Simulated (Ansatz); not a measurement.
Born–Oppenheimer molecular dynamics of AlClH4OSi (8 atoms, charge 0, multiplicity 1). It starts from a relaxed structure.

Computed with Ansatz, RKS PBE-D4/STO-3G.

```
ensemble        : NVT, Nosé–Hoover chain
time step       : 2 fs
steps asked     : 40
set temperature : 200 K
thermostat      : time constant 100 fs, chain length 3 (defaults)
seed            : 115718
```

First frame:

```xyz
8
Properties=species:S:1:pos:R:3
Al 0.141 0.033 0.157
H -0.319 1.163 1.027
O 1.711 -0.016 -0.447
Si 2.241 -1.314 -1.442
H 1.458 -1.420 -2.672
H 3.624 -1.014 -1.790
H 2.198 -2.595 -0.741
Cl -1.158 -1.539 -0.347
```

(1) What does the run give?

(2) What happens to the structure?

(3) How do temperature and energy run in time?

Answers

(1) The run went to its last step.

```
steps done                                               : 40
time covered                                             : 80 fs
mean temperature over the second half                    : 102 K
spread of the potential energy over the second half      : 3.9 meV per atom
mean potential energy of the second half above the start : 12.1 meV per atom
```

The conserved energy stayed within 1.6 meV per atom of its start (net change 0.86 meV per atom), so the integration is sound. The mean temperature of the second half is 49 % below the set value. A step of 2 fs is long for free X–H stretches (periods near 10 fs) and can bias their spread and the temperature. A run of 0.08 ps of so small a system gives no equilibrium averages. Limits of this set-up: minimal basis.

(2) The same pairs are bonded in the first frame and the last. Pairs count as bonded within 1.25 times the sum of covalent radii (0.12 Å more for H–H). Another seed would give other details.

(3) 
```tsv
time (fs)	T (K)	potential energy less start (eV)	conserved less start (meV/atom)
0	200	0.000	0.00
6	95	0.085	0.47
12	108	0.074	0.37
18	151	0.043	0.49
24	68	0.112	0.91
30	132	0.062	0.79
36	75	0.111	1.08
42	67	0.119	1.17
48	141	0.062	0.88
54	33	0.151	1.33
60	122	0.081	0.92
66	113	0.093	1.01
72	57	0.140	1.14
78	149	0.069	0.72
```

The run took 24 s on 1 thread of AMD EPYC 9R45 96-Core Processor (Zen 5) (shared host), peak memory 0.11 GiB.
